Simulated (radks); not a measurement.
Results of a calculation; reference values are marked as such.
These are the eigenvalues of the occupied orbitals of an atom or ion with whole-number occupations (eV). Level of theory: scalar-relativistic Kohn-Sham, PBE, spin-unpolarised, spherical densities, finite nucleus; Fermi nuclear charge, rms radius of each element as measured or else 0.836 A^(1/3) + 0.57 fm (a radial shooting solver on a logarithmic mesh with Libxc functionals).

| orbital | eigenvalue |
|---|---|
| 1s | -40266.48 |
| 2s | -6447.405 |
| 2p | -5774.618 |
| 3s | -1388.357 |
| 3p | -1174.349 |
| 3d | -870.2783 |
| 4s | -280.9262 |
| 4p | -211.0628 |
| 4d | -110.4869 |
| 5s | -40.5859 |
| 5p | -23.2261 |
| 4f | -5.3827 |
| 6s | -3.7446 |
| 5d | -3.0595 |

Which element is it, and in what charge state? The configuration may be excited.

Answer. Z = 58, cerium, charge 0: Ce in [Xe] 4f1 5d1 6s2. The list shows which subshells hold electrons but not how many an open one holds; the 1s level, -1479.8 hartree, gives Z - s = 54.4 by -(Z - s)^2/2, which with screening and relativity narrows Z to a few neighbours, and the depths of the outer levels then fix element, charge and occupations together.
